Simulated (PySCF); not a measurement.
## Magnetisability: `C[N](C)[Ga]([CH3])[CH3]`, C4H12GaN

Geometry:
```tsv
atom	x (Å)	y (Å)	z (Å)
Ga1	0.467	0.734	-0.007
C2	2.471	0.694	-0.381
H3	2.861	-0.309	-0.557
H4	3.013	1.131	0.462
H5	2.691	1.307	-1.259
C6	-0.597	2.435	0.364
H7	0.080	3.292	0.375
H8	-1.105	2.393	1.330
H9	-1.354	2.614	-0.403
N10	-0.486	-0.857	0.010
C11	0.078	-2.173	-0.217
C12	-1.917	-0.915	0.234
H13	-0.093	-2.833	0.645
H14	1.154	-2.083	-0.377
H15	-0.369	-2.652	-1.099
H16	-2.297	0.097	0.395
H17	-2.439	-1.352	-0.629
H18	-2.159	-1.524	1.116
```

Method used: PySCF, GIAO LDA/def2-SVP magnetisability, rotational g tensor and spin-rotation constants, non-relativistic, gas phase. Geometry: GFN2-xTB.

The calculation is non-relativistic, which matters for the atoms heavier than Zn.

**Question.** What are the magnetisability and the molar susceptibility?

**Answer.** Isotropic -1439 × 10⁻³⁰ J/T², or -86.6 × 10⁻⁶ cm³/mol; principal values -1519, -1408, -1390 × 10⁻³⁰ J/T², anisotropy 121 × 10⁻³⁰ J/T² (root of half the summed squared differences of the principal values). The susceptibility is in cgs units.

**Question.** Split it along the inertial axes a, b, c into diamagnetic and paramagnetic parts about the centre of mass, with the quadrupole moment.

**Answer.** 
| axis | χ (10⁻⁶ cm³/mol) | diamagnetic (10⁻⁶ cm³/mol) | paramagnetic (10⁻⁶ cm³/mol) | summed x² of all electrons (Å²) | quadrupole Θ (D Å) |
| --- | --- | --- | --- | --- | --- |
| a | -83.7 | -536.4 | 452.8 | 167.1 | +0.89 |
| b | -84.8 | -779.9 | 695.1 | 109.7 | -0.43 |
| c | -91.5 | -1174.7 | 1083.2 | 16.7 | -0.46 |

Anisotropies 2χaa − χbb − χcc = +8.9 and 2χbb − χaa − χcc = +5.6 × 10⁻⁶ cm³/mol. Θ is traceless in Buckingham's convention.

**Question.** And the rotational g tensor?

**Answer.** 
| axis | rotational constant (GHz) | g | nuclear part | electronic part |
| --- | --- | --- | --- | --- |
| a | 3.1152 | -0.0071 | 0.6556 | -0.6626 |
| b | 1.8862 | -0.0026 | 0.6134 | -0.6160 |
| c | 1.2104 | +0.0021 | 0.6181 | -0.6160 |

Asymmetric top; isotopes 12C, 69Ga, 1H, 14N; no vibrational averaging.
